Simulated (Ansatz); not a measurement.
One change: `[F][Sb]([F])[SiH3]` becomes `[F][Sb]([F])[Cl]`.

Ansatz, PBE0-D4/def2-TZVP geometries, multiplicity 1. 

Elements past krypton have def2 core potentials.

| property | `[F][Sb]([F])[SiH3]` |
| --- | --- |
| LUMO energy (ωB97M-V/def2-TZVPP) / eV | 0.01 |
| HOMO energy (ωB97M-V/def2-TZVPP) / eV | -9.37 |
| size of the dipole moment (ωB97M-V/def2-TZVPP) / D | 3.23 |
| LUMO energy (B3LYP/def2-TZVPP) / eV | -2.06 |
| HOMO–LUMO gap (PBE/def2-TZVPP) / eV | 3.71 |
| LUMO energy (PBE0/def2-TZVPP) / eV | -1.83 |

(1) What does the change do to each property? (An estimate is asked.)

Results:

(1) Ansatz gave: 
```
                                          property  `[F][Sb]([F])[Cl]`  shift
             LUMO energy (ωB97M-V/def2-TZVPP) / eV                0.04   0.03
             HOMO energy (ωB97M-V/def2-TZVPP) / eV              -11.30  -1.93
size of the dipole moment (ωB97M-V/def2-TZVPP) / D                3.43   0.20
               LUMO energy (B3LYP/def2-TZVPP) / eV               -2.04   0.02
               HOMO–LUMO gap (PBE/def2-TZVPP) / eV                5.37   1.66
                LUMO energy (PBE0/def2-TZVPP) / eV               -1.79   0.04
```

The zero-point energy changes by -60.7 kJ/mol with -9 modes. Dipoles are sizes alone; their direction can turn.

B3LYP here is the variant with VWN-RPA as its local correlation; programs differ in this.

Spin–orbit coupling is left out; it splits and shifts lone-pair levels of the heavy atoms by tenths of an eV.
